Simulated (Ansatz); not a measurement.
Geometry optimisation, Ansatz, RKS PBE-D4/def2-SVP.

The input (input.yaml):

```yaml
crystal:
  periodic: [false, false, false]
  atoms:
    - { symbol: Zr, position_ang: [0.0, 0.0, 0.0] }
    - { symbol: Cl, position_ang: [0.0, 0.0, 2.87] }
    - { symbol: F, position_ang: [1.8671, 0.0, -0.6593] }
    - { symbol: F, position_ang: [-0.9326, 1.6157, -0.6593] }
    - { symbol: F, position_ang: [-0.9326, -1.6157, -0.6593] }
    - { symbol: Si, position_ang: [-2.7615, 0.0, 0.9176] }
    - { symbol: H, position_ang: [-3.5495, -0.9102, 0.0916] }
    - { symbol: H, position_ang: [-2.8127, -0.4389, 2.3091] }
    - { symbol: H, position_ang: [-3.3098, 1.3491, 0.813] }
    - { symbol: H, position_ang: [-1.5936, 0.0, 2.2944] }
basis:
  gaussian: { orbitals: def2-SVP }
hamiltonian:
  xc: pbe
  dispersion: d4
relax:
  f_tol: 0.15
  max_steps: 25
  restrain:
    - { distance: [0, 5], at: 2.61, k: 30.0 }
    - { distance: [9, 1], at: 1.37, k: 30.0 }
    - { distance: [0, 1], at: 3.72, k: 30.0 }
    - { distance: [9, 5], at: 2.66, k: 30.0 }
```

Command:

```bash
$ ansatz run input.yaml --threads 4 --pin off --max-ram 5120MiB --backend cpu --events-out ev --progress --plain --runs-dir out
```

Q: Where does it end, and by what steps?

A: The forces met the threshold. The restraints hold the end off the free minimum; the threshold counts their pulls, which the force column leaves out. Restrained pairs: Zr1–Si6 (2.91 → 2.65 Å), Cl2–H10 (1.69 → 1.34 Å), Zr1–Cl2 (2.87 → 3.72 Å), Si6–H10 (1.81 → 2.66 Å). After 13 steps the energy has fallen by 1.481 eV (the restraints' own energy left out); F4 moved furthest, 1.10 Å.

```
step  energy less start (eV)  largest force component (eV/Å)  accepted
   0                  0.0000                           2.378       yes
   1                  0.0558                           1.979       yes
   2                  0.2251                           3.183       yes
   3                  0.0776                           3.201       yes
   4                 -0.5347                           2.070       yes
   5                 -0.9439                           1.210       yes
   6                 -1.1869                           1.161       yes
   7                 -1.3474                           1.057       yes
   8                 -1.4135                           1.072       yes
   9                 -1.4226                           1.160       yes
  10                 -1.4522                           1.028       yes
  11                 -1.4624                           1.043       yes
  12                 -1.4582                           1.115       yes
  13                 -1.4813                           0.973       yes
```

```xyz
10
Properties=species:S:1:pos:R:3
Zr -0.423 -0.068 -0.563
Cl -0.120 0.578 3.088
F 1.287 0.039 0.274
F -0.747 1.401 -1.723
F -0.593 -1.720 -1.486
Si -2.630 -0.062 0.896
H -3.844 -0.385 0.051
H -2.711 -1.058 2.040
H -2.926 1.280 1.529
H -1.316 -0.006 3.211
```

Run time: 28 s on 4 threads of Arm Neoverse V2 (shared host), peak memory 0.2 GiB.
